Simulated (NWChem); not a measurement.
Species: GeH$_{3}$SeF; SMILES F[Se][GeH3]

Program: NWChem. Medium grid unless said otherwise, to which SCAN and Minnesota functionals are sensitive. The geometry was optimised at PBE0/def2-SVP.

For level OLYP/def2-TZVP:

| Item | Result |
|---|---|
| highest occupied level (eV) | -5.56 |
| orbital gap (eV) | 2.61 |

Task: What are these values for level r2SCAN/def2-TZVP?

Result: 
| Quantity | Result |
|---|---|
| highest occupied level (eV) | -6.01 |
| orbital gap (eV) | 2.95 |
